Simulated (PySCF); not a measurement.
Computed shifts of a molecule C₄H₅FO, PBE/pcSseg-1 (PySCF), GIAO, gas phase, atoms alike by connectivity averaged where their shifts nearly agree, in ppm (number of nuclei): ¹³C: 149.9 (1), 143.5 (1), 83.6 (1), 15.1 (1). ¹⁹F: -165.5 (1). ¹H: 5.39 (2), 2.28 (3). References: ¹³C against TMS (σ = 182.0 ppm); ¹⁹F against CFCl3 (σ = 133.6 ppm); ¹⁷O against H2O (σ = 334.3 ppm); ¹H against TMS (σ = 31.49 ppm), references at their B3LYP-D3(BJ)/def2-TZVP geometries, non-relativistic. Coordinates come from a r2SCAN-D4/def2-SVP optimisation. The values are those of a single conformer.

### Question
Identify the compound among the candidates.
A. C=C1OC[C@H]1F
B. C=C[C@H](F)C=O
C. O=C1CC(F)C1
D. CC1=C(F)CO1

### Answer
D, CC1=C(F)CO1
